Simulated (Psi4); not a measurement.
H₁₀Si₅, triplet, at the geometry of the source list (a higher spin typed on purpose: for a closed-shell molecule this is an excited state); BLYP/STO-3G run with Psi4.

Here is a job for Psi4.
```
memory 2 GB

molecule {
0 3
  Si    0.79530000    1.18900000    1.36900000
  Si    1.87710000   -0.56410000    0.26970000
  Si    0.26980000   -1.67980000   -1.00830000
  Si   -1.71520000   -0.45220000   -0.87750000
  Si   -1.23030000    1.52810000    0.25990000
  H     0.54880000    0.83080000    2.77380000
  H     1.61460000    2.40140000    1.46530000
  H     2.57830000   -1.46380000    1.19310000
  H     2.95470000   -0.05190000   -0.58800000
  H     0.08020000   -3.06030000   -0.54650000
  H     0.70770000   -1.84710000   -2.39940000
  H    -2.75110000   -1.21750000   -0.17000000
  H    -2.31110000   -0.21530000   -2.19750000
  H    -1.10510000    2.64170000   -0.69190000
  H    -2.31360000    1.96100000    1.14830000
}

set basis sto-3g
set reference uks

energy('blyp')
print_variables()
```

### Question
Write the output that Psi4 gives for this input, abridged.

### Answer

```
   => Loading Basis Set <=

    Name: STO-3G
    Role: ORBITAL
    Keyword: BASIS

         ---------------------------------------------------------
                                   SCF
               by Justin Turney, Rob Parrish, Andy Simmonett
                          and Daniel G. A. Smith
                              UKS Reference
         ---------------------------------------------------------

  ==> Geometry <==

    Molecular point group: c1
    Full point group: C1

    Geometry (in Angstrom), charge = 0, multiplicity = 3:

       Center              X                  Y                   Z               Mass
    ------------   -----------------  -----------------  -----------------  -----------------
         SI           0.795892795035     1.185223391280     1.366698067066    27.976926534650
         SI           1.877692795035    -0.567876608720     0.267398067066    27.976926534650
         SI           0.270392795035    -1.683576608720    -1.010601932934    27.976926534650
         SI          -1.714607204965    -0.455976608720    -0.879801932934    27.976926534650
         SI          -1.229707204965     1.524323391280     0.257598067066    27.976926534650
         H            0.549392795035     0.827023391280     2.771498067066     1.007825032230
         H            1.615192795035     2.397623391280     1.462998067066     1.007825032230
         H            2.578892795035    -1.467576608720     1.190798067066     1.007825032230
         H            2.955292795035    -0.055676608720    -0.590301932934     1.007825032230
         H            0.080792795035    -3.064076608720    -0.548801932934     1.007825032230
         H            0.708292795035    -1.850876608720    -2.401701932934     1.007825032230
         H           -2.750507204965    -1.221276608720    -0.172301932934     1.007825032230
         H           -2.310507204965    -0.219076608720    -2.199801932934     1.007825032230
         H           -1.104507204965     2.637923391280    -0.694201932934     1.007825032230
         H           -2.313007204965     1.957223391280     1.145998067066     1.007825032230

  Running in c1 symmetry.

  Rotational constants: A =      0.05099  B =      0.05096  C =      0.02683 [cm^-1]
  Rotational constants: A =   1528.54205  B =   1527.66789  C =    804.46024 [MHz]
  Nuclear repulsion =  494.059718278737591

  Charge       = 0
  Multiplicity = 3
  Electrons    = 80
  Nalpha       = 41
  Nbeta        = 39

  ==> Algorithm <==

[...]
      Ntotal   =   79.9999892351 ; deviation = -1.076e-05

   @Spin Contamination Metric:   1.140863888E-03
   @S^2 Expected:                2.000000000E+00
   @S^2 Observed:                2.001140864E+00
   @S   Expected:                1.000000000E+00
   @S   Observed:                1.000000000E+00

    Orbital Energies [Eh]
    ---------------------

    Alpha Occupied:

[...]
    Alpha Virtual:

[...]
    Beta Occupied:

[...]
    Beta Virtual:

[...]
      55A      0.400462

    Final Occupation by Irrep:
              A
    DOCC [    39 ]
    SOCC [     2 ]
    NA   [    41 ]
    NB   [    39 ]

  @DF-UKS Final Energy: -1436.25142105504870

   => Energetics <=

    Nuclear Repulsion Energy =            494.0597182787375914
    One-Electron Energy =               -2984.8685073163651396
    Two-Electron Energy =                1162.9384773161768862
    DFT Exchange-Correlation Energy =    -108.3811093335983600
    Empirical Dispersion Energy =           0.0000000000000000
    VV10 Nonlocal Energy =                  0.0000000000000000
    Total Energy =                      -1436.2514210550486951

  UHF NO Occupations:
  HONO-2 :   39  A 1.9998117
  HONO-1 :   40  A 1.0000000
  HONO-0 :   41  A 1.0000000
  LUNO+0 :   42  A 0.0001883
  LUNO+1 :   43  A 0.0001503
  LUNO+2 :   44  A 0.0000832
  LUNO+3 :   45  A 0.0000499

Computation Completed

Properties will be evaluated at   0.000000,   0.000000,   0.000000 [a0]

Properties computed using the SCF density matrix

 Multipole Moments:

 ------------------------------------------------------------------------------------
     Multipole            Electronic (a.u.)      Nuclear  (a.u.)        Total (a.u.)
 ------------------------------------------------------------------------------------

 L = 1.  Multiply by 2.5417464519 to convert [e a0] to [Debye]
 Dipole X            :         -0.0120917            0.0087373           -0.0033543
 Dipole Y            :          0.0738890           -0.0550453            0.0188437
 Dipole Z            :          0.0450062           -0.0335514            0.0114548
 Magnitude           :                                                    0.0223058

 ------------------------------------------------------------------------------------

  Variable Map:
  ----------------------------------------------------------------------------
[...]
  Array Variable Map:
  ----------------------------------------------------------------------------
[...]
[...]
```
